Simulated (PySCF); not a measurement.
How PBE and PBE0 compare on the dipole moment of molecules with a metal or metalloid centre.

Values in D, from PySCF. Where two bases are given, the first is that of PBE. PBE0 is a level with its own limits.

```csv
system,basis,PBE,PBE0,PBE − PBE0
Si(H)(F)(Cl)(OH) singlet,def2-TZVP,1.13,1.13,0.00
Ge(Cl)(Br)(Et)2 singlet,def2-SVP,2.87,3.01,-0.15
In(F)2(Vi) singlet,def2-TZVP,4.50,4.65,-0.14
Se(SeH)(OSiH3) singlet,def2-TZVP,0.67,0.68,-0.01
Ge(F)(Cl)2(OH) singlet,def2-TZVP,1.53,1.57,-0.04
Be(SeH)2 singlet,def2-TZVP,0.72,0.77,-0.05
B(Me)(OSiH3)2 singlet,def2-TZVP,0.47,0.51,-0.04
In(Vi)(OMe)2 singlet,def2-TZVP,2.22,2.43,-0.21
Bi(Me)2(TeH) singlet,def2-TZVP,2.11,2.24,-0.13
pinacolborane singlet,def2-SVP,2.52,2.54,-0.02
Si(OH)4 singlet,def2-TZVP,0.00,0.00,0.00
Ru(Cp)2 singlet,def2-SVP,0.00,0.00,0.00
Sn(H)(F)2(OH) singlet,def2-TZVP,1.78,1.91,-0.12
Ge(F)(Br)2(OH) singlet,def2-TZVP,1.35,1.40,-0.05
Ge(H)(F)(Cl)2 singlet,def2-TZVP,1.71,1.84,-0.13
Si(Me)(OH)(OMe)2 singlet,def2-SVP,1.16,1.25,-0.09
In(F)(Cl)(OH) singlet,def2-TZVP,1.44,1.41,0.03
Te(Me)(SMe) singlet,def2-TZVP,1.78,1.87,-0.08
In(Cl)2(tBu) singlet,def2-TZVP,4.75,4.81,-0.06
OB(O)[SiH2]B(O)O singlet,def2-TZVP,2.38,2.38,0.01
Ga(F)(Et)(Vi) singlet,def2-TZVP,2.76,2.90,-0.14
Ge(F)2(Br)(Vi) singlet,def2-TZVP,3.21,3.35,-0.15
F[Si](F)(F)c1ccc([Si](F)(F)F)cc1 singlet,def2-SVP,0.00,0.00,0.00
Mg(tBu)(GeH3) singlet,def2-SVP,3.47,3.77,-0.30
```

The mean difference from PBE0 is -0.08 D (median -0.05) and the mean absolute one 0.08 D (median 0.05); PBE lies above in 4 and below in 20 of 24 cases. It is closest for Si(OH)4 singlet (0.00), F[Si](F)(F)c1ccc([Si](F)(F)F)cc1 singlet (0.00), Ru(Cp)2 singlet (0.00) and furthest off for Mg(tBu)(GeH3) singlet (-0.30), In(Vi)(OMe)2 singlet (-0.21), Ge(Cl)(Br)(Et)2 singlet (-0.15).
